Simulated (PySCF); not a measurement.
C7H13BS, SMILES `B[C@]12CC[C@](S)(CC1)C2`, neutral singlet in the gas phase. 

Z-matrix (Å, degrees):
```
C
C 1 1.5372
H 2 1.1003 1 113.77
H 2 1.1021 3 108.84 1 -127.26
C 2 1.5334 3 112.78 4 -125.84
C 5 1.5354 2 101.22 3 -61.52
H 6 1.1000 5 111.69 2 -157.50
H 6 1.1008 7 107.62 5 121.10
C 5 1.5367 2 102.08 3 -173.29
H 9 1.1001 5 111.27 2 157.97
H 9 1.1009 10 107.06 5 -120.26
C 1 1.5435 2 101.78 3 171.34
H 12 1.1005 1 111.51 2 -155.45
H 12 1.1008 13 106.80 1 120.99
C 6 1.5505 7 112.83 8 122.96
H 15 1.0996 6 112.97 7 1.14
H 15 1.1023 16 107.20 1 -122.39
B 1 1.5509 2 121.38 3 -51.90
H 18 1.2116 1 120.26 2 26.63
H 18 1.2117 19 118.66 1 -174.83
S 5 1.8117 2 118.21 3 58.75
H 21 1.3511 5 96.36 2 64.41
```
Charge 0, spin multiplicity 1.

All levels are single points at this geometry (PBE0-D3(BJ)/def2-SVP); Pople sets use spherical d functions. Orbital energies aren't observables, and empty levels follow the basis.

```json
[
 {"level": "PBE0-D3(BJ)/def2-TZVP in PySCF", "HOMO (eV)": "-6.65", "LUMO (eV)": "-1.38", "gap (eV)": "5.28", "dipole (D)": "1.14", "vertical IE, Delta-SCF (eV)": "8.61"},
 {"level": "ωB97X-D3(BJ)/def2-TZVP in PySCF", "HOMO (eV)": "-9.09", "LUMO (eV)": "0.76", "gap (eV)": "9.84", "dipole (D)": "1.19", "vertical IE, Delta-SCF (eV)": "8.91"},
 {"level": "B3LYP/3-21G in PySCF", "HOMO (eV)": "-6.29", "LUMO (eV)": "-1.29", "gap (eV)": "5.00", "dipole (D)": "1.38", "vertical IE, Delta-SCF (eV)": "–"},
 {"level": "B3LYP/LANL2DZ in PySCF", "HOMO (eV)": "-6.31", "LUMO (eV)": "-1.47", "gap (eV)": "4.84", "dipole (D)": "1.29", "vertical IE, Delta-SCF (eV)": "–"},
 {"level": "BP86/6-31G* in PySCF", "HOMO (eV)": "-5.38", "LUMO (eV)": "-2.09", "gap (eV)": "3.28", "dipole (D)": "1.16", "vertical IE, Delta-SCF (eV)": "–"},
 {"level": "SVWN5/6-31G* in PySCF", "HOMO (eV)": "-5.37", "LUMO (eV)": "-2.32", "gap (eV)": "3.05", "dipole (D)": "1.16", "vertical IE, Delta-SCF (eV)": "8.35"}
]
```
